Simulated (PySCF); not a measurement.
WF₅, SMILES [F][W+]([F])([F])([F])[F], charge +1, multiplicity 1.

The structure is a stationary point at PBE-D3(BJ)/def2-SVP. The multiplicity is an assumed one; no other spin state was optimised. The isomer is the one that the SMILES or the coordinates give; other isomers of the formula were not compared. The def2 effective core potentials stand for the cores of W; spin–orbit coupling is left out.

Level of theory: PBE-D3(BJ)/def2-SVP run with PySCF.

Frequencies are harmonic and unscaled.

Modes within 1.5 cm⁻¹ of each other (mostly degenerate sets) share a row, with their intensities summed.

Computed normal modes with their intensities:
```tsv
mode	ν (cm⁻¹)	IR (km/mol)	moving atoms (share of kinetic energy)
1–2	104	8.1	F 99 %
3–4	207	25.4	F 81 %, W 19 %
5	257	15.9	F 83 %, W 17 %
6–7	308	0.0	F 100 %
8	725	0.0	F 100 %
9	758	167.1	F 83 %, W 17 %
10	774	0.0	F 100 %
11–12	782	190.2	F 86 %, W 14 %
```
